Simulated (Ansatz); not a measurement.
Reaction (formal exchange of groups at a C–C bond): `O[SiH2]CC[SiH3]` + GeH₄ → `O[SiH2][CH2][GeH3]` + `C[SiH3]`

Program: Ansatz. Geometries: PBE0-D4/def2-TZVP. ΔE: electronic, gas phase. CCSD(T)/CBS adds triple-zeta CCSD(T) − MP2 to the extrapolated MP2 energy (def2 sets, frozen cores). This one scheme is used for every species. DFT in def2-TZVPP. For Ge outer-core shells are correlated without core-valence functions, which leaves a few kJ/mol of doubt a bond. Scalar relativity is left out up to krypton. Each species was taken in one conformer, which may not be the lowest.

`O[SiH2]CC[SiH3]`:

Z-matrix (Å, degrees):
```
Si
C 1 1.874
O 1 1.650 2 113.3
H 1 1.494 2 108.1 3 123.1
H 1 1.484 2 109.5 3 -117.3
C 2 1.534 1 116.3 3 -72.9
H 2 1.096 1 107.9 3 52.1
H 2 1.098 1 106.0 3 164.9
H 3 0.959 1 117.3 2 68.0
Si 6 1.878 2 116.1 1 66.9
H 6 1.096 2 110.5 1 -55.9
H 6 1.097 2 110.3 1 -172.3
H 10 1.487 6 110.3 2 172.7
H 10 1.487 6 111.1 2 51.4
H 10 1.494 6 111.3 2 -68.5
```

GeH₄:

Cartesian coordinates in Å:
```
Ge 0.000 0.000 0.000
H 0.126 1.446 -0.498
H -0.482 0.001 1.456
H 1.367 -0.691 -0.086
H -1.011 -0.755 -0.873
```

`O[SiH2][CH2][GeH3]`:

```xyz
12

O     0.929   -1.838   -0.613
Si   -0.573   -1.353   -0.130
C    -0.768    0.497   -0.190
Ge    0.737    1.472    0.603
H     1.145   -1.779   -1.544
H    -1.620   -2.001   -0.973
H    -0.699   -1.823    1.271
H    -0.893    0.841   -1.221
H    -1.679    0.773    0.351
H     1.966    1.381   -0.316
H     0.366    2.955    0.786
H     1.091    0.876    1.976
```

`C[SiH3]`:

Z-matrix (Å, degrees):
```
C
Si 1 1.871
H 1 1.092 2 110.8
H 1 1.092 2 110.8 3 -120.0
H 1 1.092 2 110.8 3 120.0
H 2 1.488 1 110.7 3 -179.9
H 2 1.488 1 110.7 3 -59.9
H 2 1.488 1 110.7 3 60.1
```

CCSD(T)/CBS gives -54.9 kJ/mol.

Another level gave -52.6 kJ/mol. Which?
A. revPBE-D4/def2-TZVPP
B. LC-ωPBE/def2-TZVPP
C. PBE0-D4/def2-TZVPP
D. HF/def2-TZVPP

B. LC-ωPBE -52.6, HF/def2-TZVPP -57.8, revPBE-D4 -43.4, PBE0-D4 -48.4 kJ/mol.

What do rigid-rotor, harmonic-oscillator terms from PBE0-D4/def2-TZVP frequencies (298.15 K, 1 bar) make of the CCSD(T)/CBS value? (Estimate.)

Computed: ΔZPE = +2.6 kJ/mol, ΔH = -51.6 kJ/mol, ΔS = 30 J/(mol·K), ΔG = -60.6 kJ/mol.

Largest T1 diagnostic among the species: 0.012.

Leaving LDA and LC-ωPBE aside and taking each functional with its dispersion term where it has one, the values, not all of them listed here, spread over 11.1 kJ/mol, from PBE-QIDH to revPBE-D4. LDA lies +11.4 kJ/mol from PBE without D4. At CCSD(T), def2-SVP lies +17.9 kJ/mol from the extrapolated value and def2-TZVPP +1.1 kJ/mol. The D4 term adds +5.9 kJ/mol with B3LYP and +3.5 kJ/mol with PBE0; it sums over pairs of atoms, weighted by their polarisabilities, and B3LYP, whose exchange is more repulsive, gets the larger term.

B3LYP here is the variant with VWN-RPA as its local correlation; programs differ in this.
